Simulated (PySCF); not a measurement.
H5P, SMILES [H][P@TB7]([H])([H])([H])[H]. Atoms are numbered in the order given.

```xyz
6

P      0.0000     0.0000     0.0000
H      0.0000     0.0000     1.4812
H      0.0000     0.0000    -1.4812
H      1.4274     0.0000     0.0000
H     -0.7137     1.2362     0.0000
H     -0.7137    -1.2362     0.0000
```

The structure is a stationary point at PBE0-D3(BJ)/def2-TZVPD.

Calculation: TDDFT-CAM-B3LYP/def2-TZVPD run with PySCF.

Vertical excitations; the highest root listed may be one member of a degenerate set. The molecule is in vacuum. State labels are in the subgroup C2v.

```tsv
state	symmetry	energy (eV)	λ (nm)	f	main pairs
S1	A1	4.72	262	0.000	HOMO→LUMO 99 %
S2	B1	5.49	226	0.011	HOMO→LUMO+1 (degenerate set)
S3	A1	5.49	226	0.011	HOMO→LUMO+2 (degenerate set)
S4	B2	7.11	174	0.000	HOMO→LUMO+7 (degenerate set)
S5	A2	7.11	174	0.000	HOMO→LUMO+6 (degenerate set)
S6	B2	7.40	168	0.309	HOMO→LUMO+3 98 %
S7	A1	7.59	163	0.055	HOMO→LUMO+5 (degenerate set)
S8	B1	7.59	163	0.055	HOMO→LUMO+4 (degenerate set)
S9	A1	9.51	130	0.000	HOMO→LUMO+8 90 %
S10	A1	9.80	127	0.000	HOMO→LUMO+9 89 %
T1	A1	4.16	298	0	HOMO→LUMO 95 %
T2	B1	4.95	251	0	HOMO→LUMO+1 (degenerate set)
T3	A1	4.95	251	0	HOMO→LUMO+2 (degenerate set)
T4	B2	6.81	182	0	HOMO→LUMO+3 91 %
```
Triplets are in the Tamm–Dancoff approximation, which puts them higher than full response would, so one can lie above its singlet here.
